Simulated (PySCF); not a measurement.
# Tb⁴⁹⁺: ionisation energy

Tb⁴⁹⁺ [Ne] 3s2 3p4 [3p1/2^2 3p3/2^2, M_J = 2] → Tb⁵⁰⁺ [Ne] 3s2 3p3 [3p1/2^2 3p3/2^1, M_J = 3/2], as a difference of total energies. All numbers are calculated (PySCF 2.14, the two-component X2C-1e Hamiltonian, in an even-tempered Gaussian basis (18 s from 13 bohr⁻², ratio 2.4; 14 p from 16 bohr⁻², ratio 2.4; 4 d from 59 bohr⁻², ratio 2.6; 4 f from 89 bohr⁻², ratio 2.6)). Correlated levels: 1s2 frozen; the 54 highest virtual spinors dropped. "Screened" scales the spin-orbit matrix elements by Boettger's factors to mimic the two-electron term; Breit and QED terms are absent.

```tsv
method	ionisation energy (eV)
GHF (spin-free)	4399.8
GMP2 (spin-free)	4401.1
GHF (screened spin-orbit)	4357.7
GMP2 (screened spin-orbit)	4358.0
```

Breit and QED terms and the two-electron picture change are absent.

The spin-free rows relax to the high-spin LS determinant and lack the spin-orbit shift.

The labels give the starting determinants; with spin-orbit coupling the two ends relaxed to ⟨J²⟩ = 6.00, ⟨L²⟩ = 3.24, ⟨S²⟩ = 1.41 and ⟨J²⟩ = 3.75, ⟨L²⟩ = 2.51, ⟨S²⟩ = 1.52.

For comparison: 4355 ± 4 eV (theoretical estimate listed by NIST; NIST Atomic Spectra Database, ionization energies).
